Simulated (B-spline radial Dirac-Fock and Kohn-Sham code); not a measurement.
# What relativity does to the binding energies of Er²¹⁺

System: the Er²¹⁺ ion, configuration 1s2 2s2 2p6 3s2 3p6 3d10 4s2 4p6 4d10 4f1.

Both columns are ΔSCF binding energies of the configuration average from a B-spline atomic structure program: non-relativistic Hartree-Fock with a point nucleus, and Dirac-Fock with a finite nucleus and the Coulomb interaction alone, averaged over the two j levels with weights 2j+1.

```tsv
shell	Hartree-Fock (eV)	Dirac-Fock (eV)	shift (eV)	shift (%)
1s	54459.2	58355.6	+3896.39	+7.15
2s	9389.7	10404.0	+1014.34	+10.80
2p	8968.9	9297.9	+328.96	+3.67
3s	2604.6	2849.3	+244.76	+9.40
3p	2414.2	2502.8	+88.59	+3.67
3d	2063.5	2047.7	-15.78	-0.76
4s	962.5	1029.6	+67.10	+6.97
4p	881.7	906.2	+24.52	+2.78
4d	734.7	732.2	-2.47	-0.34
4f	566.0	558.7	-7.35	-1.30
```

Relativity binds 1s, 2s, 2p, 3s, 3p, 4s, 4p more strongly, among those listed most of all 2s in relative terms, and 3d, 4d, 4f more weakly, because the contracted s and p shells screen the nucleus better.

Values without a named source are computed, but for edge energies of neutral atoms, which are taken from tables.
